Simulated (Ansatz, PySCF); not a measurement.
HgI, SMILES [I][Hg] (connectivity only; charge and spin as stated), neutral, multiplicity 2. Atoms are numbered in the order given.

```xyz
2

Hg     0.0000     0.0000    -1.0766
I      0.0000     0.0000     1.6801
```
Charge 0, spin multiplicity 2.

The structure is a stationary point at PBE0-D3(BJ)/def2-TZVP. The multiplicity is an assumed one; other spin states were not compared. The def2 effective core potentials stand for the cores of Hg, I; spin–orbit coupling is left out.

Two levels are set side by side: PBE-D3(BJ)/def2-TZVP (Ansatz, a program for electronic structure) and PBE0-D3(BJ)/def2-TZVP (Ansatz). Each level has its own optimised geometry; the coordinates shown are those of the second. Frequencies come from the Hessian of PySCF at each geometry. Differences are taken from unrounded values.

| quantity | PBE0-D3(BJ) | PBE-D3(BJ) | PBE-D3(BJ) minus PBE0-D3(BJ) |
|---|---|---|---|
| bond Hg1–I2 (Å) | 2.757 | 2.799 | 0.043 |
| highest harmonic wavenumber (cm⁻¹) | 127 | 117 | -10 |
| mean harmonic wavenumber (cm⁻¹) | 127 | 117 | -10 |
| zero-point energy (kcal/mol) | 0.18 | 0.17 | -0.01 |
